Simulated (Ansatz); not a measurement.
One change: `C[SiH2]C(=O)O` becomes `C#C[SiH2]C(=O)O`.

Ansatz, PBE0-D4/def2-TZVP geometries, multiplicity 1. Each molecule was computed in one conformer, which needn't be the lowest.

```csv
property,`C[SiH2]C(=O)O`
LUMO energy (ωB97M-V/def2-TZVPP) / eV,1.64
HOMO–LUMO gap (PBE/def2-TZVPP) / eV,4.60
LUMO energy (B3LYP/def2-TZVPP) / eV,-0.85
size of the dipole moment (B3LYP/def2-TZVPP) / D,0.97
HOMO–LUMO gap (PBE0/def2-TZVPP) / eV,7.19
"ideal-gas entropy at 298 K and 1 bar (rigid rotor, harmonic PBE0-D4/def2-TZVP) / J/(mol·K)",354
```

Problem. Give the same properties after the change, and the shifts. (Estimate.)

Solution. The calculation gave: 
```
                                                                                  property  `C#C[SiH2]C(=O)O`  shift
                                                     LUMO energy (ωB97M-V/def2-TZVPP) / eV               1.21  -0.43
                                                       HOMO–LUMO gap (PBE/def2-TZVPP) / eV               4.49  -0.11
                                                       LUMO energy (B3LYP/def2-TZVPP) / eV              -1.17  -0.32
                                          size of the dipole moment (B3LYP/def2-TZVPP) / D               2.09   1.12
                                                      HOMO–LUMO gap (PBE0/def2-TZVPP) / eV               6.95  -0.24
ideal-gas entropy at 298 K and 1 bar (rigid rotor, harmonic PBE0-D4/def2-TZVP) / J/(mol·K)                362      8
```

With PBE0 the HOMO falls by 0.10 eV and the LUMO falls by 0.35 eV, so the gap narrows by about 0.25 eV. PBE moves the HOMO by -0.17 eV and ωB97M-V by -0.04 eV. The zero-point energy changes by -45.2 kJ/mol with -3 modes. Dipoles are sizes alone; their direction can turn. Modes under 60 cm⁻¹, often nearly free rotors, make the harmonic entropy too high.

B3LYP here is the variant with VWN-RPA as its local correlation; programs differ in this.
